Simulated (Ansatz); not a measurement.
Input (CCSDT(Q)/aug-cc-pVDZ; Ansatz, a first-principles code):

Ansatz 0.2 input:
```yaml
crystal:
  periodic: [false, false, false]
  atoms:
    - {symbol: N, position_ang: [-1.15644893, 0.10559007, 0.10949204]}
    - {symbol: C, position_ang: [0.14327585, 0.27480002, -0.02643780]}
    - {symbol: O, position_ang: [1.03921952, -0.59683604, -0.07594837]}
    - {symbol: H, position_ang: [-1.57929984, 1.03526068, 0.10968394]}
    - {symbol: H, position_ang: [0.50103112, 1.35149704, -0.10991451]}
basis:
  gaussian:
    orbitals: aug-cc-pVDZ
total_charge: -1
magnetization: {spin_polarized: false}
correlation: {method: ccsdt_q, electrons: outside_noble_gas}
```

Output:

```
Functional definition: HF
integrals: 0.13 GiB planned
1428 factors; integrals over basis functions are off by at most 2.0e-7 eV
mean field: 0.25 GiB planned
mean field evaluation 1: about -4579.4578 eV, gradient 2.8e1 eV
mean field evaluation 2: about -4579.4596 eV, gradient 2.8e1 eV
mean field evaluation 4: about -4581.3364 eV, gradient 3.0e0 eV
mean field evaluation 8: about -4581.3683 eV, gradient 5.1e-4 eV
mean field evaluation 16: about -4581.3656 eV, gradient 1.9e-1 eV
mean field -4581.36832647 eV, -168.3621806348 hartree, gradient 1.2e-6 eV, S^2 0.000000; 0 other end points of the search recorded, 0 dependent functions left out
3 core orbitals not correlated
reference -4581.36832647 eV, -168.3621806348 hartree; 9, 9 occupied and 75, 75 virtual orbitals, 1428 factors
second order -14.34311102 eV of doubles, -0.00000000 eV of singles
coupled cluster: 2.53 GiB planned
cycle   1  -14.07510871 eV  change    2.7e-1 eV  update   1.4e-1
cycle   2  -14.78924984 eV  change   -7.1e-1 eV  update   7.9e-2
cycle   3  -15.23970263 eV  change   -4.5e-1 eV  update   3.1e-2
cycle   4  -15.27677243 eV  change   -3.7e-2 eV  update   1.5e-2
cycle   5  -15.22532938 eV  change    5.1e-2 eV  update   8.9e-3
cycle   6  -15.21213819 eV  change    1.3e-2 eV  update   4.6e-3
cycle   7  -15.22045295 eV  change   -8.3e-3 eV  update   2.7e-3
cycle   8  -15.22457960 eV  change   -4.1e-3 eV  update   1.5e-3
cycle   9  -15.22456933 eV  change    1.0e-5 eV  update   8.1e-4
cycle  10  -15.22341370 eV  change    1.2e-3 eV  update   4.0e-4
cycle  11  -15.22417794 eV  change   -7.6e-4 eV  update   2.5e-4
cycle  12  -15.22364300 eV  change    5.3e-4 eV  update   1.1e-4
cycle  13  -15.22349660 eV  change    1.5e-4 eV  update   6.6e-5
cycle  14  -15.22343983 eV  change    5.7e-5 eV  update   3.0e-5
cycle  15  -15.22344215 eV  change   -2.3e-6 eV  update   1.6e-5
cycle  16  -15.22343190 eV  change    1.0e-5 eV  update   6.5e-6
cycle  17  -15.22342701 eV  change    4.9e-6 eV  update   3.4e-6
cycle  18  -15.22342934 eV  change   -2.3e-6 eV  update   2.1e-6
cycle  19  -15.22342919 eV  change    1.5e-7 eV  update   1.1e-6
coupled cluster: 2.53 GiB planned
perturbative correction -0.05316041 eV, -0.0019536092 hartree
Total energy: -4596.64491607 eV, -168.9235849479 hartree
```
